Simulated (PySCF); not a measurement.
**Structure elucidation problem**

The spectra below were simulated for a compound C$_{4}$H$_{7}$N$_{3}$Si.

¹H NMR (400 MHz, computed): δ 7.56 (s, 1H), 4.62 (s, 3H), 2.87 (s, 3H).

¹³C{¹H} NMR (computed): δ 164.8 (C), 160.9 (C), 130.4 (CH), 24.6 (CH3).

- NMR shieldings at PBE0/pcSseg-1/GIAO
- structure optimised with GFN2-xTB
- code: PySCF 2.14.0 with density-fitted response routines
- rapidly exchanging positions averaged, no relativistic terms, no solvent model, single conformer

Chemical shifts δ = σref − σ; TMS for ¹H (31.72 ppm) and ¹³C (186.93 ppm), all at this level.

Which of these isomers gave the spectra?
A. Cc1cc([SiH3])nnn1
B. Cc1nncc([SiH3])n1
C. [SiH3]Nc1ccnnc1

Answers

A. 

- Rings plus π bonds: 4 (1 ring in the answer).
- 4 carbon signals for 4 carbons: no two carbons are equivalent.
- Carbon types of the structure: 2 × C, 1 × CH, 1 × CH3, leaving 3 H on heteroatoms.
- δC 164.8, 160.9: substituted aromatic carbon next to a ring nitrogen.
- δC 130.4: aromatic CH; the aromatic region.
- δC 24.6: methyl carbon on an aromatic ring; saturated and bonded to C and H only.
- δH 7.56: hydrogen on an aromatic CH; the ring current deshields protons in the ring plane.
- δH 2.87: hydrogen on a methyl carbon on an aromatic ring; benzylic-type position, deshielded by the ring.

The others: [SiH3]Nc1ccnnc1 would give 4 signals for carbon-bound and other non-exchanging H, not 3; Cc1nncc([SiH3])n1 has carbons computed at 172.0, 166.4, 159.1, 27.1.

Shifts are as computed. Against solution values, carbons near 30 ppm lie about +3 ppm off and those near 130 ppm about +5 ppm. Of 1211 compounds with measured shifts, 218 miss one by over three times the rms of a fit or turn the order of signals round; such compounds aren't used in these exercises. No couplings were computed; multiplicities are counted from neighbouring protons, with m where these are inequivalent, close in shift, in a saturated or five-membered ring or joined by F or P, and br s for small geminal =CH2 splittings.
